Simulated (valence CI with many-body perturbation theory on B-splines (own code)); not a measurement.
Values are calculated unless marked as measured or tabulated.
## Level structure of Sm⁴⁸⁺

Level of theory: valence CI with perturbative core correlation (CI+MBPT): four valence electrons over a frozen Dirac-Fock core [Ne], a basis of 11 s, 11 p, 9 d, 7 f, 5 g, 2 h, 1 i functions for each j, with the one-electron correlation potential Σ1 (screened to all orders), the two-electron term Σ2, the three-electron term Σ3, Breit, model QED; selected single and double excitations, second order for the rest (own B-spline code, finite nucleus).

The last digits are not significant, and no measured levels were compared; by estimate large intervals hold to a few tenths of a per cent, small ones and those within an open d or f shell to about a per cent.

Levels 1 to 45 of 64, with energies above the lowest level, (3s^2 3p1/2^2) J=0. "Leading %" is the weight of the configuration and term that name the level; weights of strongly mixed levels are sums over their largest components and can fall short. In the jj column 3d3/2^4 stands for four electrons in 3d with j = 3/2.

```
No.  Configuration  Term  J  E (eV)  Leading %  Second component      g                   Leading jj
  1         3s²3p²    ³P  0    0.00         70    29 % 3s²3p² ¹S                 3s^2 3p1/2^2 (99 %)
  2         3s²3p²    ³P  1  146.35         99                    1.493      3s^2 3p1/2 3p3/2 (99 %)
  3         3s²3p²    ¹D  2  153.97         62    37 % 3s²3p² ³P  1.175      3s^2 3p1/2 3p3/2 (99 %)
  4          3s3p³   ³P°  2  273.28         44    32 % 3s3p³ ⁵S°  1.565      3s 3p1/2^2 3p3/2 (95 %)
  5          3s3p³   ³D°  1  296.53         36    21 % 3s3p³ ¹P°  1.015      3s 3p1/2^2 3p3/2 (83 %)
  6         3s²3p²    ³P  2  305.89         62    36 % 3s²3p² ¹D  1.307          3s^2 3p3/2^2 (98 %)
  7        3s²3p3d   ³F°  2  322.25         74  20 % 3s²3p3d ¹D°  0.759      3s^2 3p1/2 3d3/2 (98 %)
  8         3s²3p²    ¹S  0  322.35         69    29 % 3s²3p² ³P                 3s^2 3p3/2^2 (98 %)
  9        3s²3p3d   ³D°  1  355.24         47  23 % 3s²3p3d ¹P°  0.879      3s^2 3p1/2 3d3/2 (84 %)
 10        3s²3p3d   ³P°  2  370.20         39  32 % 3s²3p3d ³D°  1.325      3s^2 3p1/2 3d5/2 (88 %)
 11        3s²3p3d   ³F°  3  371.61         53  22 % 3s²3p3d ³D°  1.122      3s^2 3p1/2 3d5/2 (94 %)
 12          3s3p³   ³D°  2  417.82         50    36 % 3s3p³ ⁵S°  1.475      3s 3p1/2 3p3/2^2 (87 %)
 13          3s3p³   ³D°  3  430.01         90   7 % 3s²3p3d ³F°  1.303      3s 3p1/2 3p3/2^2 (90 %)
 14          3s3p³   ³P°  0  439.44         88  11 % 3s²3p3d ³P°             3s 3p1/2 3p3/2^2 (88 %)
 15          3s3p³   ³P°  1  450.00         39    22 % 3s3p³ ³D°  1.266      3s 3p1/2 3p3/2^2 (84 %)
 16          3s3p³   ¹D°  2  451.87         56  10 % 3s²3p3d ³D°  1.088      3s 3p1/2 3p3/2^2 (73 %)
 17        3s3p²3d    ⁵F  1  452.09         45   33 % 3s3p²3d ³D  0.406      3s 3p1/2^2 3d3/2 (96 %)
 18        3s3p²3d    ³D  2  457.44         28   24 % 3s3p²3d ⁵F  1.157      3s 3p1/2^2 3d3/2 (93 %)
 19          3s3p³   ³S°  1  460.22         36    22 % 3s3p³ ³P°  1.365      3s 3p1/2 3p3/2^2 (94 %)
 20        3s3p²3d    ³D  3  497.66         29   24 % 3s3p²3d ⁵D  1.363      3s 3p1/2^2 3d5/2 (94 %)
 21        3s²3p3d   ³F°  3  498.93         39  34 % 3s²3p3d ¹F°  1.111      3s^2 3p3/2 3d3/2 (89 %)
 22        3s²3p3d   ³D°  2  499.87         42  17 % 3s²3p3d ¹D°  1.061      3s^2 3p3/2 3d3/2 (74 %)
 23        3s²3p3d   ³P°  1  500.74         48  32 % 3s²3p3d ³D°  1.132      3s^2 3p3/2 3d3/2 (85 %)
 24        3s²3p3d   ³P°  0  501.96         88    11 % 3s3p³ ³P°             3s^2 3p3/2 3d3/2 (88 %)
 25        3s3p²3d    ³F  2  508.65         28   21 % 3s3p²3d ¹D  1.024      3s 3p1/2^2 3d5/2 (90 %)
 26        3s²3p3d   ³F°  4  514.25         99                    1.242      3s^2 3p3/2 3d5/2 (99 %)
 27        3s²3p3d   ³P°  2  519.33         43  37 % 3s²3p3d ¹D°  1.264      3s^2 3p3/2 3d5/2 (90 %)
 28        3s²3p3d   ³D°  3  542.39         52  43 % 3s²3p3d ¹F°  1.178      3s^2 3p3/2 3d5/2 (91 %)
 29        3s²3p3d   ¹P°  1  549.08         64  22 % 3s²3p3d ³P°  1.087      3s^2 3p3/2 3d5/2 (94 %)
 30            3p⁴    ³P  2  575.37         30   14 % 3s3p²3d ⁵F  1.186  3s 3p1/2 3p3/2 3d3/2 (49 %)
 31        3s3p²3d    ⁵D  0  582.47         68   10 % 3s3p²3d ³P         3s 3p1/2 3p3/2 3d3/2 (87 %)
 32        3s3p²3d    ⁵D  1  585.00         54   21 % 3s3p²3d ⁵F  1.174  3s 3p1/2 3p3/2 3d3/2 (98 %)
 33        3s3p²3d    ⁵F  3  588.85         46   34 % 3s3p²3d ³F  1.155  3s 3p1/2 3p3/2 3d3/2 (93 %)
 34        3s3p²3d    ⁵F  2  589.73         30       19 % 3p⁴ ³P  1.171  3s 3p1/2 3p3/2 3d3/2 (60 %)
 35            3p⁴    ¹S  0  595.82         40       25 % 3p⁴ ³P              3p1/2^2 3p3/2^2 (64 %)
 36          3s3p³   ³P°  2  600.38         47    18 % 3s3p³ ¹D°  1.396            3s 3p3/2^3 (91 %)
 37        3s3p²3d    ³F  4  601.29         29   29 % 3s3p²3d ⁵F  1.195  3s 3p1/2 3p3/2 3d3/2 (88 %)
 38        3s3p²3d    ³F  2  612.87         62    9 % 3s3p²3d ³P  0.900  3s 3p1/2 3p3/2 3d3/2 (81 %)
 39        3s3p²3d    ⁵P  3  616.58         31   25 % 3s3p²3d ³D  1.364  3s 3p1/2 3p3/2 3d3/2 (76 %)
 40        3s3p²3d    ⁵D  4  617.70         48   33 % 3s3p²3d ⁵F  1.392  3s 3p1/2 3p3/2 3d5/2 (98 %)
 41        3s3p²3d    ⁵P  2  621.33         30   23 % 3s3p²3d ³D  1.455  3s 3p1/2 3p3/2 3d3/2 (84 %)
 42        3s3p²3d    ⁵P  1  621.44         37   23 % 3s3p²3d ³P  1.811  3s 3p1/2 3p3/2 3d3/2 (94 %)
 43          3s3p³   ¹P°  1  625.33         40    25 % 3s3p³ ³S°  1.196            3s 3p3/2^3 (94 %)
 44        3s3p²3d    ³G  3  626.24         51   24 % 3s3p²3d ¹F  0.906  3s 3p1/2 3p3/2 3d3/2 (96 %)
 45        3s3p²3d    ³D  1  627.54         33   24 % 3s3p²3d ¹P  0.877  3s 3p1/2 3p3/2 3d3/2 (82 %)
```

The ionisation energy to 3s²3p ²P°1/2 of the next ion comes out as 4228.4 eV (NIST: 4227 ± 4 eV (theoretical)). All 64 levels together are meant to be complete up to 706.90 eV.
